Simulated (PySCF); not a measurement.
SeCl3, SMILES Cl[Se+](Cl)Cl, charge +1. Atoms are numbered in the order given.

```xyz
4

Se     0.0000     0.0000     0.5723
Cl     1.6255    -0.9385    -0.3815
Cl    -1.6255    -0.9385    -0.3815
Cl     0.0000     1.8770    -0.3815
```
Charge +1, spin multiplicity 1.

Geometry: ωB97X-D3(BJ)/def2-SVP. The multiplicity is an assumed one; other spin states were not compared. The isomer is the one that the SMILES or the coordinates give; other isomers of the formula were not compared.

Two levels are set side by side: PBE/pcSseg-1 (PySCF) and PBE0/pcSseg-1 (PySCF). GIAO shifts against HCl (³⁵Cl), Me2Se (⁷⁷Se) at the same level; non-relativistic, no solvent, atoms listed together averaged. Without spin–orbit terms, shifts of atoms bonded to Cl or Br come out too high at both levels. Differences are taken from unrounded values.

| quantity | PBE0 |
|---|---|
| δ(⁷⁷Se) of Se1 (ppm) | 1563.1 |
| δ(³⁵Cl) of Cl2, Cl3, Cl4 (ppm) | 692.6 |

What does PBE give, and how far is it from PBE0? (The exact figures need the calculation; the answer reports its results.)


```json
[
 {"quantity": "δ(⁷⁷Se) of Se1 (ppm)", "PBE": "1594.0", "PBE minus PBE0": "30.9"},
 {"quantity": "δ(³⁵Cl) of Cl2, Cl3, Cl4 (ppm)", "PBE": "782.0", "PBE minus PBE0": "89.4"}
]
```

Rough cost on one machine, each run with all the roots and properties that it gave: PBE0 against PBE within a factor of 2.
